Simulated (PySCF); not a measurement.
Species: C₅H₈O₄S.
Numbering: `[CH2:1]=[CH:2][CH2:3][C@H:4]1[CH2:5][O:6][S:7](=[O:8])(=[O:9])[O:10]1` (hydrogens: H11, H12 on C1; H13 on C2; H14, H15 on C3; H16 on C4; H17, H18 on C5)

Structure optimised with GFN2-xTB, isolated species.

(1) Give the optimised bond lengths and angles.

Answers

(1) 
```tsv
bond	length (pm)
C1=C2	132.0
C2–C3	150.0
C3–C4	153.2
C4–C5	154.8
C5–O6	140.5
O6–S7	160.5
S7=O8	141.1
S7=O9	142.0
S7–O10	159.9
C4–O10	141.7
C1–H11	107.9
C1–H12	107.6
C2–H13	108.1
C3–H14	109.3
C3–H15	109.2
C4–H16	109.8
C5–H17	109.6
C5–H18	109.0
```

A selection of angles:
```tsv
angle	degrees
C1–C2–C3	123.6
C2–C3–C4	113.2
C3–C4–C5	113.0
C3–C4–O10	111.9
C5–C4–O10	105.5
C4–C5–O6	106.0
C5–O6–S7	105.1
O6–S7–O8	110.8
O6–S7–O9	109.4
O6–S7–O10	95.3
O8–S7–O9	118.9
O8–S7–O10	110.1
O9–S7–O10	109.8
C4–O10–S7	110.3
```

Dihedral angles: C1–C2–C3–C4 136° (anticlinal); C2–C3–C4–C5 -52° (synclinal); C3–C4–C5–O6 144° (anticlinal); C4–C5–O6–S7 -40° (synclinal); C5–O6–S7–O8 154° (antiperiplanar); O6–S7–O10–C4 -27° (synperiplanar); C3–C4–O10–S7 -117° (anticlinal).

The 5-membered ring C4–C5–O6–S7–O10 has internal angles of 95.3° to 110.3° (sum 522°, against 540° for a flat polygon); it is puckered, 0.18 Å rms from its mean plane, widest ring torsion 40°. The O–S distances run from 1.411 Å (S7=O8, drawn double) to 1.605 Å (O6–S7, drawn single), a spread of 0.194 Å. Of the pairs four or more bonds apart, C2···H17 is among the closest relative to their van der Waals radii: 2.48 Å, 85 % of the sum of Bondi's values. O6 (oxygen bonded to C and S) is bent (angle 105.1°). The 4 C–C bonds span 1.320 Å (C1=C2, drawn double) to 1.548 Å (C4–C5, drawn single), a spread of 0.228 Å. S7 (sulfonyl sulfur) has angles from 95.3° to 118.9°.

Point group: C1 (no symmetry element, even within 0.4 Å). GFN2-xTB frequencies: not computed here. One conformer, not necessarily the lowest.
